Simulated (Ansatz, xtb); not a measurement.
## C5H3N3O: which of two isomers lies lower

Structure X is `N#Cc1ccn(C=O)n1`, a singlet and structure Y is `N#Cc1cnn(C=O)c1`, a singlet. Both are isolated molecules in the gas phase, relaxed with B3LYP-D3(BJ)/def2-SVP; each stands in its lowest conformer found.

Energies in hartree; the thermal terms are from GFN2-xTB frequencies at re-optimised GFN2-xTB minima (ideal gas, soft modes damped towards free rotors, one conformer each, 298.15 K, 1 atm) and include the zero-point energy:

```
                              X           Y
E, CCSD(T)/def2-SVP  −430.297327  −430.300026
    E, MP2/def2-SVP  −430.219253  −430.220235
  E, MP2/def2-TZVPP  −430.997493  −430.998053
  zero-point energy     0.076332     0.076365
       H(298 K) − E     0.084718     0.084752
       G(298 K) − E     0.043977     0.043942
```

Q: Correct the CCSD(T) difference for the basis set by the MP2 change, then work out ΔE, ΔE₀, ΔH and ΔG for X → Y in kJ/mol (1 Eh = 2625.50 kJ/mol) and the equilibrium ratio [Y]/[X].

A: 1. Differences Y − X: CCSD(T) −0.002699, MP2 in the small set −0.000982, MP2 in the large set −0.000560 Eh.
2. ΔE = −0.002699 + (−0.000560 − (−0.000982)) = −0.002277 Eh = −5.98 kJ/mol.
3. ΔE₀ = ΔE + ΔZPE = −0.002277 + (+0.000033) Eh = −5.89 kJ/mol.
4. ΔH = ΔE + (+0.000034) Eh = −5.89 kJ/mol.
5. ΔG = ΔE + (−0.000035) Eh = −6.07 kJ/mol, so ΔS = (ΔH − ΔG)/T = +0.6 J/(mol K).
6. kT = 0.9442 mEh, so K = [Y]/[X] = exp(−ΔG/kT) = exp(+2.45) ≈ 12.

Structure Y is favoured at this temperature. An error of 4 kJ/mol in ΔG would change K by a factor of 5. Mirror images and further conformers aren't counted.

As drawn, both hold the same kinds of bond in the same numbers.

Other levels gave ΔE = −6.1 (GFN2-xTB); −6.8 (HF/STO-3G, GFN2-xTB geometries); −7.0 (r2SCAN-D4/def2-SVP, GFN2-xTB geometries); −7.0 (B3LYP-D3(BJ)/def2-SVP); −12.4 (HF/def2-SVP); −2.6 (MP2/def2-SVP); −7.1 (CCSD(T)/def2-SVP) kJ/mol. The correlated steps freeze 9 core orbitals. Programs: Ansatz 0.2.0, xtb 6.7.1.
